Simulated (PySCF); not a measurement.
As2BH5O, SMILES OB([AsH2])[AsH2]. Atoms are numbered in the order given.

```xyz
9

B      0.6537    -0.2752     0.0708
As    -0.9324    -1.0490     1.1431
H     -0.5298    -2.5176     0.9630
H     -1.8751    -1.0592    -0.0563
As     0.3575     1.3046    -1.2113
H      1.5069     2.1460    -0.6605
H     -0.6977     1.9821    -0.3395
O      1.9114    -0.7573     0.1609
H      2.0084    -1.5520     0.7033
```
Charge 0, spin multiplicity 1.

The structure is a stationary point at B3LYP-D3(BJ)/def2-SVP. The structure was generated by enumeration, and PubChem lists no compound with its InChIKey, so it may never have been made. One conformer was computed; it need not be the lowest.

Two levels are set side by side: PBE/pcSseg-1 (PySCF) and HF/pcSseg-1 (PySCF). GIAO shifts against AsH3 (⁷⁵As), BF3 (¹¹B), H2O (¹⁷O), TMS (¹H) at the same level; non-relativistic, no solvent, atoms listed together averaged. Differences are taken from unrounded values.

| quantity | HF |
|---|---|
| δ(¹¹B) of B1 (ppm) | 63.4 |
| δ(¹⁷O) of O8 (ppm) | 199.1 |
| δ(¹H) of H9 (ppm) | 6.52 |

Question: What does PBE give, and how far is it from HF? (An estimate is asked for; the answer gives what the named calculation found.)

Answer: 
| quantity | PBE | PBE minus HF |
|---|---|---|
| δ(¹¹B) of B1 (ppm) | 64.7 | 1.3 |
| δ(¹⁷O) of O8 (ppm) | 257.1 | 57.9 |
| δ(¹H) of H9 (ppm) | 7.26 | 0.74 |

Rough cost on one machine, each run with all the roots and properties that it gave: HF against PBE within a factor of 2.
